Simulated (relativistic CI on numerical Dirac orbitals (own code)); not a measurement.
## Ce XXI: what numerical and physical settings do to a radial Dirac CI calculation

Reference input:

```
atom Ce  Z=58  charge=20  electrons=38
nucleus A=140  rms_radius_fm=4.8771
hamiltonian dirac-coulomb  breit=on  qed=on  c_scale=1
orbitals kli  potential=per-configuration
slater_scale 1
correlation none
mixing on
grid step=0.0125 r_max=7.1
scf mixing=0.4 start=green max_iterations=150 tolerance=2e-08 node_fill=0.05
configurations
  [Kr] 4d2
  [Ar] 3d10 4s2 4p5 4d3
end
```

Computed lowest total energy -8686.33272 Ha, first excitation 29593.9 cm⁻¹, 20 SCF steps. Runs with settings changed; * marks those that are bad on purpose (the QED terms keep the true α when c is scaled):

```
                                                                        Changed        Outcome  Lowest level    ΔE (Ha)  First excitation (cm⁻¹)  SCF steps                                                                             Message
                                                                  QED terms off      converged  4p6 4d2 3F_2      -4.93                  29500.8         20                                                                                    
                                                            SCF tolerance 1e-10      converged  4p6 4d2 3F_2  -1.75e-09                  29593.9         24                                                                                    
end of the grid at 10.65 bohr, node fill of the KLI weights 0.5, grid step 0.04      converged  4p6 4d2 3F_2     0.0111                  29846.7         21                                                                                    
                                                                 Breit term off      converged  4p6 4d2 3F_2      -7.35                  30578.7         20                                                                                    
                                                                    charge 22 *        refused                                                            0                             configuration [Kr] 4d2 has 38 electrons, the ion has 36
                                                         speed of light × 0.2 *  not converged                                                            1  SCF of 1s2 2s2 2p6 3s2 3p6 3d10 4s2 4p6 4d2 stopped: an orbital could not be found
```
